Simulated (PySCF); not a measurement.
Q: Write Cartesian coordinates for InChI=1S/C8H12NO/c1-3-9(2)7-8-5-4-6-10-8/h3-6H,7H2,1-2H3/q+1/b9-3+ as optimised with GFN2-xTB. (Charge +1.)

A: 
```xyz
22
C8H12NO angstrom
C      2.945    0.996    0.072
C      1.940    0.323   -0.753
N      1.026   -0.458   -0.314
C      0.863   -0.752    1.091
C      0.024   -1.042   -1.199
C     -1.291   -0.366   -0.974
C     -2.474   -0.792   -0.444
C     -3.351    0.317   -0.506
C     -2.634    1.334   -1.055
O     -1.384    0.937   -1.340
H      3.175    0.461    0.991
H      2.574    1.988    0.347
H      3.855    1.157   -0.502
H      1.964    0.510   -1.821
H     -0.087   -1.257    1.248
H      1.668   -1.403    1.439
H      0.873    0.162    1.685
H     -0.070   -2.107   -0.980
H      0.340   -0.913   -2.238
H     -2.705   -1.772   -0.078
H     -4.371    0.346   -0.187
H     -2.891    2.348   -1.288
```

Orientation and origin are arbitrary. Atoms count from 1 in this order. C7 (aromatic CH carbon) is planar (angles 127.3°, 126.7° and 106.0°, sum 360.0°, 0.01 Å off the plane of its three neighbours). C9 (aromatic CH next to a ring oxygen) is planar (angles 131.9°, 117.3° and 110.8°, sum 360.0°, 0.00 Å off the plane of its three neighbours). N3 (iminium nitrogen) is planar (angles 122.6°, 121.8° and 115.6°, sum 359.9°, 0.03 Å off the plane of its three neighbours). The 3 C–N bonds span 1.280 Å (C2=N3, drawn double) to 1.459 Å (N3–C5, drawn single), a spread of 0.179 Å.

Bonds between heavy atoms (Å): C1–C2 1.464, C2=N3 1.280, N3–C4 1.445, N3–C5 1.459, C5–C6 1.495, C6–C7 1.365, C7–C8 1.416, C8–C9 1.360, C9–O10 1.342, C6–O10 1.356.

Structure optimised with GFN2-xTB, isolated species.

Point group: C1 (no symmetry element, even within 0.4 Å). GFN2-xTB frequencies: not computed here. Torsions: C2–N3–C5–C6 -107°, N3–C5–C6–C7 -112°.

One conformer stands for the species.
